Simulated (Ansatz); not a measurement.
Task: Predict a relaxed structure of the cluster Hg₂Br₄⁻ (the lowest doublet isomer of a short search), charge -1, doublet, at r2SCAN-D4/def2-SVPD (Ansatz).

Result: 
```
atom   x (Å)   y (Å)   z (Å)
 Hg1  -0.555   0.641   0.306
 Hg2   1.499  -1.733  -0.825
 Br3  -0.179  -1.798   1.580
 Br4  -0.820  -0.570  -2.181
 Br5   2.177   1.009  -0.039
 Br6  -2.122   2.452   1.160
```
Point group C3v (tolerance 0.1 Å). This is one stationary point.

In the def2 sets Hg takes a core potential; there is no spin–orbit coupling. The structure comes from a short search, and lower isomers may exist.
